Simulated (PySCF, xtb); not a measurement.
C2H4ClFOSi, SMILES O=CC[Si@@H](F)Cl. The values are those of a single conformer.

Harmonic wavenumbers (cm⁻¹) from xtb with GFN2-xTB at its own minimum, in rising order: 39, 66, 123, 178, 223, 257, 491, 521, 616, 650, 701, 813, 832, 920, 1016, 1124, 1166, 1385, 1430, 1775, 2399, 2763, 2988, 3001.

Task: What does PySCF 2.14.0 with PBE-D3(BJ)/def2-SVP give at its own minimum? (The exact figures need the calculation; the answer reports its results.)

Result: 43, 62, 135, 216, 268, 286, 474, 535, 667, 703, 790, 833, 880, 923, 989, 1108, 1115, 1346, 1370, 1786, 2233, 2803, 2984, 3067. Paired by order, the mean absolute difference is 38 cm⁻¹ and the zero-point energies are 36.4 and 36.6 kcal/mol.
